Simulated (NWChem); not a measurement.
System: C₃H₁₀OSi; SMILES C[Si](C)(O)C

Excerpt of the output:

```
             Northwest Computational Chemistry Package (NWChem) 7.3.0
             --------------------------------------------------------

                             Geometry "geometry" -> ""
                             -------------------------

 Output coordinates in angstroms (scale by  1.889725989 to convert to a.u.)

  No.       Tag          Charge          X              Y              Z
 ---- ---------------- ---------- -------------- -------------- --------------
    1 C                    6.0000    -0.37677800     0.99024700    -1.53611400
    2 Si                  14.0000     0.03653300    -0.01171200     0.00000000
    3 C                    6.0000    -0.87867400    -1.64107500     0.00000000
    4 C                    6.0000    -0.37677800     0.99024700     1.53611400
    5 O                    8.0000     1.66339400    -0.43310200     0.00000000
    6 H                    1.0000    -1.45031000     1.23773000    -1.57105100
    7 H                    1.0000     0.18028300     1.94103400    -1.56556800
    8 H                    1.0000    -0.12994200     0.42800800    -2.45061800
    9 H                    1.0000    -0.61812800    -2.23540300     0.88962500
   10 H                    1.0000    -1.96949600    -1.48782900     0.00000000
   11 H                    1.0000    -0.61812800    -2.23540300    -0.88962500
   12 H                    1.0000    -1.45031000     1.23773000     1.57105100
   13 H                    1.0000     0.18028300     1.94103400     1.56556800
   14 H                    1.0000    -0.12994200     0.42800800     2.45061800
   15 H                    1.0000     2.29197400     0.29359200     0.00000000

 Effective nuclear repulsion energy (a.u.)     249.7618263041

  xc_inp: hfexch multiplicative factor not found.
                              NWChem Property Module
                              ----------------------

  itol2e modified to match energy
  convergence criterion.

                                 NWChem DFT Module
                                 -----------------

 Summary of "ao basis" -> "ao basis" (spherical)
 ------------------------------------------------------------------------------
       Tag                 Description            Shells   Functions and Types
 ---------------- ------------------------------  ------  ---------------------
 C                           6-31g*                  6       14   3s2p1d
 Si                          6-31g*                  8       18   4s3p1d
 O                           6-31g*                  6       14   3s2p1d
 H                           6-31g*                  2        2   2s

  itol2e modified to match energy
  convergence criterion.

            General Information
            -------------------
          SCF calculation type: DFT
          Wavefunction type:  closed shell.
          No. of atoms     :    15
          No. of electrons :    50
           Alpha electrons :    25
            Beta electrons :    25
          Charge           :     0
          Spin multiplicity:     1
          Use of symmetry is: off; symmetry adaption is: off
          Maximum number of iterations: 150
          AO basis - number of functions:    94
                     number of shells:    52
          Convergence on energy requested:  1.00D-07
          Convergence on density requested:  1.00D-05
          Convergence on gradient requested:  5.00D-04

              XC Information
              --------------
                     Hartree-Fock (Exact) Exchange  1.000

      Superposition of Atomic Density Guess
      -------------------------------------

 Sum of atomic energies:        -481.53474759

      Non-variational initial energy
      ------------------------------

 Total energy =    -484.261415
 1-e energy   =   -1156.050963
 2-e energy   =     422.027721
 HOMO         =      -0.351872
 LUMO         =       0.074966

   convergence    iter        energy       DeltaE   RMS-Dens  Diis-err
 ---------------- ----- ----------------- --------- --------- ---------
 d= 0,ls=0.0,diis     1   -483.1886191044 -7.33D+02  6.53D-03  6.28D-01
 d= 0,ls=0.0,diis     2   -483.2587988646 -7.02D-02  2.45D-03  1.50D-01
 d= 0,ls=0.0,diis     3   -483.2736766978 -1.49D-02  8.60D-04  8.26D-03
 d= 0,ls=0.0,diis     4   -483.2749164144 -1.24D-03  1.79D-04  3.09D-04
 d= 0,ls=0.0,diis     5   -483.2749695399 -5.31D-05  5.10D-05  1.44D-05
  Resetting Diis
 d= 0,ls=0.0,diis     6   -483.2749723272 -2.79D-06  1.23D-05  4.09D-07
 d= 0,ls=0.0,diis     7   -483.2749724531 -1.26D-07  1.46D-06  1.60D-08
 d= 0,ls=0.0,diis     8   -483.2749724571 -4.00D-09  7.13D-07  2.13D-09

         Total DFT energy =     -483.274972457140
      One electron energy =    -1161.550932603080
           Coulomb energy =      476.354509407382
    Exchange-Corr. energy =      -47.840375565591
 Nuclear repulsion energy =      249.761826304149

 Numeric. integr. density =        0.000000000000

                       DFT Final Molecular Orbital Analysis
                       ------------------------------------

 Vector   23  Occ=2.000000D+00  E=-5.007673D-01
              MO Center=  8.4D-01, -1.7D-01, -1.9D-13, r^2= 3.4D+00
   Bfn.  Coefficient  Atom+Function         Bfn.  Coefficient  Atom+Function
  ----- ------------  ---------------      ----- ------------  ---------------
    65      0.491508   5 O  pz               69      0.388079   5 O  pz
     5     -0.129629   1 C  pz               51     -0.129629   4 C  pz
    23      0.125941   2 Si pz               37     -0.122755   3 C  pz
     3      0.101620   1 C  px               41     -0.101995   3 C  pz
    49     -0.101620   4 C  px               27      0.094172   2 Si pz

 Vector   24  Occ=2.000000D+00  E=-4.251518D-01
              MO Center= -4.0D-01, -4.7D-01,  4.6D-13, r^2= 3.4D+00
   Bfn.  Coefficient  Atom+Function         Bfn.  Coefficient  Atom+Function
  ----- ------------  ---------------      ----- ------------  ---------------
    22      0.337435   2 Si py               36     -0.328237   3 C  py
    40     -0.240317   3 C  py               35     -0.160555   3 C  px
     4     -0.151924   1 C  py               50     -0.151924   4 C  py
    38     -0.146610   3 C  s                18     -0.140406   2 Si py
    64     -0.136320   5 O  py                5      0.126129   1 C  pz

[...]

          -----------------------
          Electric field gradient
          -----------------------

 1 a.u. = 0.324123 10**(16) esu/cm**3  ( or statvolts/cm**2 ) = 0.97174 10**(22) v/m**2

 ------------------------------------------------------------
   Atom      X         Y         Z
 ------------------------------------------------------------
    1 C   -0.71201   1.87130  -2.90283
 ------------------------------------------------------------

 Electric field gradient in molecular frame (a.u.)
         XX             YY             ZZ             XY             XZ             YZ
 ------------------------------------------------------------------------------------------
       -0.060961      -0.010739       0.071701      -0.031023       0.035495      -0.082977

 Principal components (a.u.) and orientation
 of principal axis w.r.t. absolute frame                      Asymmetry parameter eta
 --------------------------------------------------------------------------------------
        0.134233      -0.076058      -0.058175                       0.133219

        0.232130       0.857658      -0.458844
       -0.520124       0.508070       0.686539
        0.821941       0.079290       0.564027

 ------------------------------------------------------------
   Atom      X         Y         Z
 ------------------------------------------------------------
    2 Si   0.06904  -0.02213   0.00000
 ------------------------------------------------------------

 Electric field gradient in molecular frame (a.u.)
         XX             YY             ZZ             XY             XZ             YZ
 ------------------------------------------------------------------------------------------
       -0.387951       0.221192       0.166759       0.145676      -0.000000      -0.000000

 Principal components (a.u.) and orientation
 of principal axis w.r.t. absolute frame                      Asymmetry parameter eta
 --------------------------------------------------------------------------------------
       -0.420997       0.254237       0.166759                       0.207788

        0.975223       0.221223       0.000000
       -0.221223       0.975223       0.000000
        0.000000       0.000000       1.000000

 ------------------------------------------------------------
   Atom      X         Y         Z
 ------------------------------------------------------------
    3 C   -1.66045  -3.10118   0.00000
 ------------------------------------------------------------

 Electric field gradient in molecular frame (a.u.)
         XX             YY             ZZ             XY             XZ             YZ
 ------------------------------------------------------------------------------------------
       -0.022056       0.076616      -0.054560       0.079778       0.000000      -0.000000

 Principal components (a.u.) and orientation
 of principal axis w.r.t. absolute frame                      Asymmetry parameter eta
 --------------------------------------------------------------------------------------
        0.121081      -0.066521      -0.054560                       0.098784

        0.486843       0.873489       0.000000
        0.873489      -0.486843      -0.000000
        0.000000      -0.000000       1.000000

 ------------------------------------------------------------
   Atom      X         Y         Z
 ------------------------------------------------------------
    4 C   -0.71201   1.87130   2.90283
 ------------------------------------------------------------

 Electric field gradient in molecular frame (a.u.)
         XX             YY             ZZ             XY             XZ             YZ
 ------------------------------------------------------------------------------------------
       -0.060961      -0.010739       0.071701      -0.031023      -0.035495       0.082977

 Principal components (a.u.) and orientation
 of principal axis w.r.t. absolute frame                      Asymmetry parameter eta
 --------------------------------------------------------------------------------------
        0.134233      -0.076058      -0.058175                       0.133219

       -0.232130       0.857658      -0.458844
        0.520124       0.508070       0.686539
        0.821941      -0.079290      -0.564027

 ------------------------------------------------------------
   Atom      X         Y         Z
 ------------------------------------------------------------
    5 O    3.14336  -0.81844   0.00000
 ------------------------------------------------------------

 Electric field gradient in molecular frame (a.u.)
         XX             YY             ZZ             XY             XZ             YZ
 ------------------------------------------------------------------------------------------
       -0.878751      -0.301419       1.180170      -0.843314      -0.000000       0.000000

 Principal components (a.u.) and orientation
 of principal axis w.r.t. absolute frame                      Asymmetry parameter eta
 --------------------------------------------------------------------------------------
       -1.481436       1.180170       0.301266                       0.593278

        0.813589       0.000000      -0.581441
        0.581441       0.000000       0.813589
        0.000000       1.000000       0.000000

 ------------------------------------------------------------
   Atom      X         Y         Z
 ------------------------------------------------------------
    6 H   -2.74069   2.33897  -2.96886
 ------------------------------------------------------------

 Electric field gradient in molecular frame (a.u.)
         XX             YY             ZZ             XY             XZ             YZ
 ------------------------------------------------------------------------------------------
       -0.271634       0.124279       0.147354       0.095400      -0.012154       0.001950

 Principal components (a.u.) and orientation
 of principal axis w.r.t. absolute frame                      Asymmetry parameter eta
 --------------------------------------------------------------------------------------
       -0.293764       0.148027       0.145737                       0.007793

        0.974530      -0.109662       0.195617
       -0.222523      -0.364587       0.904190
        0.027836       0.924689       0.379703

 ------------------------------------------------------------
   Atom      X         Y         Z
 ------------------------------------------------------------
    7 H    0.34069   3.66802  -2.95849
 ------------------------------------------------------------

 Electric field gradient in molecular frame (a.u.)
         XX             YY             ZZ             XY             XZ             YZ
 ------------------------------------------------------------------------------------------
        0.032266      -0.180200       0.147934      -0.192807       0.005259       0.008163

 Principal components (a.u.) and orientation
 of principal axis w.r.t. absolute frame                      Asymmetry parameter eta
 --------------------------------------------------------------------------------------
       -0.294317       0.148216       0.146101                       0.007188

        0.508530       0.166354       0.844822
        0.860765      -0.073220      -0.503708
       -0.021936       0.983344      -0.180426

 ------------------------------------------------------------
   Atom      X         Y         Z
 ------------------------------------------------------------
    8 H   -0.24555   0.80882  -4.63100
 ------------------------------------------------------------

 Electric field gradient in molecular frame (a.u.)
         XX             YY             ZZ             XY             XZ             YZ
 ------------------------------------------------------------------------------------------
        0.123967       0.031456      -0.155423       0.048928       0.082667      -0.188064

 Principal components (a.u.) and orientation
 of principal axis w.r.t. absolute frame                      Asymmetry parameter eta
 --------------------------------------------------------------------------------------
       -0.294048       0.149176       0.144872                       0.014639

       -0.223926      -0.506532       0.832636
        0.512582       0.665419       0.542657
        0.828925      -0.548310      -0.110635

 ------------------------------------------------------------
   Atom      X         Y         Z
 ------------------------------------------------------------
    9 H   -1.16809  -4.22430   1.68115
 ------------------------------------------------------------

 Electric field gradient in molecular frame (a.u.)
         XX             YY             ZZ             XY             XZ             YZ
 ------------------------------------------------------------------------------------------
        0.123587       0.019458      -0.143045       0.056906      -0.083845       0.191929

 Principal components (a.u.) and orientation
 of principal axis w.r.t. absolute frame                      Asymmetry parameter eta
 --------------------------------------------------------------------------------------
       -0.294755       0.148706       0.146049                       0.009014

        0.235403       0.860000      -0.452754
       -0.537317       0.503338       0.676713
        0.809862       0.083972       0.580580

[...]
```

Level: Hartree-Fock/6-31G* (spherical d). Geometry: optimised at PBE0/def2-SVP. NWChem prints the field gradient with the sign opposite to the second derivative of the potential.

Task: Write an input that gives this output.

Result: This is not unique; one that fits is the input that was run:
```
start job
memory heap 200 mb stack 900 mb global 1100 mb
geometry units angstroms noautosym nocenter noautoz
  C     -0.376778     0.990247    -1.536114
  Si     0.036533    -0.011712     0.000000
  C     -0.878674    -1.641075     0.000000
  C     -0.376778     0.990247     1.536114
  O      1.663394    -0.433102     0.000000
  H     -1.450310     1.237730    -1.571051
  H      0.180283     1.941034    -1.565568
  H     -0.129942     0.428008    -2.450618
  H     -0.618128    -2.235403     0.889625
  H     -1.969496    -1.487829     0.000000
  H     -0.618128    -2.235403    -0.889625
  H     -1.450310     1.237730     1.571051
  H      0.180283     1.941034     1.565568
  H     -0.129942     0.428008     2.450618
  H      2.291974     0.293592     0.000000
end
basis spherical
  * library 6-31g*
end
dft
  xc hfexch
  iterations 150
end
property
  efieldgrad
end
task dft property
```
